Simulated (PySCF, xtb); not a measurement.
CH₆ClFSi₃, SMILES F[Si@]1(Cl)C[SiH2][SiH2]1.

Coordinates come from a PBE-D3(BJ)/def2-SVP optimisation. The structure was generated by enumeration; whether it is a known compound was not checked.

These are IEF-PCM-M06-2X/def2-SVP run with PySCF values and carry that method's errors.

The values are the electrostatic part of the solvation free energy, E(continuum) − E(gas) at the gas-phase geometry, in a cavity of scaled van der Waals radii (PySCF's table); cavitation and dispersion terms are not included. In vacuum the orbital gap is 8.33 eV. The dipole moment in vacuum is 2.25 D.

Computed values in water (ε = 78.36), dichloromethane (ε = 8.93), diethylether (ε = 4.24):
```csv
solvent,ε,ΔG(elec) (kcal/mol),dipole (D),gap (eV)
water,78.36,-2.7,2.91,8.37
dichloromethane,8.93,-2.3,2.80,8.36
diethylether,4.24,-1.8,2.69,8.35
```

For comparison, GFN2-xTB/ALPB(water) (xtb, at the GFN2-xTB geometry, all terms of that model) gives -1.4 kcal/mol.
